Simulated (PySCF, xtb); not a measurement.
B(F)(NH2)2 (BFH₄N₂), SMILES NB(N)F. Other conformers were not sampled.

Harmonic wavenumbers (cm⁻¹) from GFN2-xTB run with xtb at its own minimum, in rising order: 325, 329, 376, 417, 432, 479, 515, 797, 827, 866, 1290, 1410, 1520, 1532, 3541, 3544, 3587, 3591.

What does B3LYP-D3(BJ)/def2-SVP (PySCF) give at its own minimum? (An estimate is asked for; the answer gives what the named calculation found.)

234, 299, 350, 366, 426, 544, 640, 842, 858, 906, 1394, 1421, 1584, 1602, 3622, 3626, 3726, 3726. Paired by order, the mean absolute difference is 66 cm⁻¹ and the zero-point energies are 36.3 and 37.4 kcal/mol.
